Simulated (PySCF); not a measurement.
F₂H₄O₃Si₂.

```xyz
11

Si     1.2326     0.6017     0.1887
F      2.1890    -0.4033    -0.6636
F      1.1513     1.9778    -0.6682
Si    -0.8704    -0.4000     0.2102
O     -1.1068    -1.1124    -1.2691
O     -2.1508     0.6185     0.4290
O     -0.8087    -1.4403     1.4882
H      1.9220     0.9148     1.4661
H     -0.3532    -1.5781    -1.6466
H     -2.5367     0.9914    -0.3697
H     -1.6356    -1.8489     1.7668
```
Charge 0, spin multiplicity 1.

Geometry: PBE0-D3(BJ)/def2-SVP. This is a generated structure with no PubChem entry under its InChIKey; it may be hypothetical. One conformer was computed; it need not be the lowest.

Level of theory: PBE/pcSseg-1 (PySCF). Non-relativistic, no solvent.

Computed absolute GIAO shielding of each atom: isotropic value and principal components (ppm):
```tsv
atom	σ(iso)	σ11	σ22	σ33	span
Si1	329.5	300.0	325.9	362.5	62.6
F2	313.9	197.6	332.8	411.2	213.6
F3	313.7	195.7	330.1	415.3	219.6
Si4	380.7	352.5	381.5	408.0	55.5
O5	245.2	191.2	239.2	305.3	114.2
O6	267.0	244.0	248.1	309.1	65.1
O7	255.3	213.7	248.1	304.1	90.3
H8	25.7	22.6	23.1	31.4	8.7
H9	28.9	21.8	24.7	40.1	18.3
H10	29.3	22.0	24.2	41.7	19.7
H11	29.0	21.9	23.3	41.7	19.8
```
